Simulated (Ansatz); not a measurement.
Isolated molecules relaxed with PBE0-D4/def2-TZVP in Ansatz; ΔE leaves out vibrations. CBS: MP2 limit from def2 TZ/QZ plus the TZ coupled-cluster correction, frozen cores. Each species was taken in one conformer, which may not be the lowest.

Consider the isomerisation: `BN(CC)[Si](C)(C)C` → `BN([SiH2]C)C(C)(C)C`.

```
              species  CCSD(T)/CBS(def2) energy (Eh)
  `BN(CC)[Si](C)(C)C`                     -568.57729
`BN([SiH2]C)C(C)(C)C`                     -568.54551
```

**Question.** Work out ΔE.

**Answer.** ΔE = (-568.54551) − (-568.57729) = 0.03178 Eh = +83.4 kJ/mol.

Largest T1 diagnostic among the species: 0.011.

The D4 term adds −4.1 kJ/mol with B3LYP and −1.8 kJ/mol with PBE0; it sums over pairs of atoms, weighted by their polarisabilities, and B3LYP, whose exchange is more repulsive, gets the larger term. At CCSD(T), def2-SVP lies −24.5 kJ/mol from the extrapolated value and def2-TZVPP −2.1 kJ/mol. In def2-TZVPP, CCSD(T) changes the Hartree–Fock value by −10.6 kJ/mol (the triples alone add −2.1 kJ/mol) and MP2 by −10.6 kJ/mol.

B3LYP here is the variant with VWN-RPA as its local correlation; programs differ in this.
